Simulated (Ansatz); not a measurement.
Abridged output of a molecular run in Ansatz:

```
Functional definition: HF
1127 factors; integrals over basis functions are off by at most 1.4e-3 eV
mean field evaluation 1: about -66943.7115 eV, gradient 2.9e1 eV
mean field evaluation 2: about -66943.7556 eV, gradient 2.9e1 eV
mean field evaluation 4: about -66946.2538 eV, gradient 3.9e0 eV
mean field evaluation 8: about -66946.3195 eV, gradient 9.6e-4 eV
mean field -66946.31946421 eV, -2460.2318624646 hartree, gradient 3.1e-6 eV, S^2 0.000000; 0 other end points of the search recorded, 0 dependent functions left out
16 core orbitals not correlated: weight in the atoms' cores, before any rotation towards them, 1.000 or more for the frozen orbitals, at most 0.000 for the correlated occupied ones
reference -66946.31946421 eV, -2460.2318624646 hartree; 17, 17 occupied and 80, 80 virtual orbitals, 1127 factors
second order -17.13454180 eV of doubles, -0.00000000 eV of singles
cycle   1  -17.60210715 eV  change   -4.7e-1 eV  update   1.1e-1
cycle   2  -18.26900367 eV  change   -6.7e-1 eV  update   3.5e-2
cycle   3  -18.38152457 eV  change   -1.1e-1 eV  update   1.7e-2
cycle   4  -18.37385907 eV  change    7.7e-3 eV  update   4.4e-3
cycle   5  -18.37547372 eV  change   -1.6e-3 eV  update   1.9e-3
cycle   6  -18.37542805 eV  change    4.6e-5 eV  update   4.9e-4
cycle   7  -18.37522414 eV  change    2.0e-4 eV  update   1.8e-4
cycle   8  -18.37526809 eV  change   -4.4e-5 eV  update   6.0e-5
cycle   9  -18.37526701 eV  change    1.1e-6 eV  update   2.1e-5
perturbative correction -0.60095162 eV, -0.0220845649 hartree
Total energy: -66965.29568284 eV, -2460.9292256367 hartree
```

Its atoms:

```xyz
11

Si   -1.2008   -0.6943    1.2889
N    -1.2967    0.5433    0.0723
C    -0.4238    0.9328   -0.7468
Ge    1.4461    0.2700   -0.9744
H    -1.4797   -0.0515    2.5958
H    -2.2504   -1.6965    0.9835
H     0.1256   -1.3787    1.3534
H    -0.7036    1.7434   -1.4389
H     1.4445   -1.2232   -1.3358
H     2.2497    0.4799    0.3180
H     2.0890    1.0747   -2.1160
```

**Question.** Which basis set was used?
A. def2-QZVPP
B. def2-TZVPP
C. def2-SVP
D. def2-TZVPPD

**Answer.** C. It gives 113 functions.

**Question.** Write the keys of the input that set method, charge and spin (a neutral closed shell needs none for the last two).

**Answer.** 
```yaml
correlation: {method: ccsd_t}
```
